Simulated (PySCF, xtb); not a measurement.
Se(Me)(SeH) (CH4Se2), SMILES C[Se][SeH]. One conformer was computed; it need not be the lowest.

Harmonic wavenumbers (cm⁻¹) from GFN2-xTB run with xtb at its own minimum, in rising order: 116, 159, 228, 274, 546, 654, 861, 875, 1280, 1428, 1431, 1937, 3012, 3023, 3038.

Question: What does B3LYP-D3(BJ)/def2-SVP in PySCF 2.14.0 give at its own minimum? (An estimate is asked for; the answer gives what the named calculation found.)

Answer: 138, 171, 267, 281, 577, 730, 900, 907, 1288, 1428, 1447, 2358, 3045, 3154, 3176. Paired by order, the mean absolute difference is 67 cm⁻¹ and the zero-point energies are 27.0 and 28.4 kcal/mol.
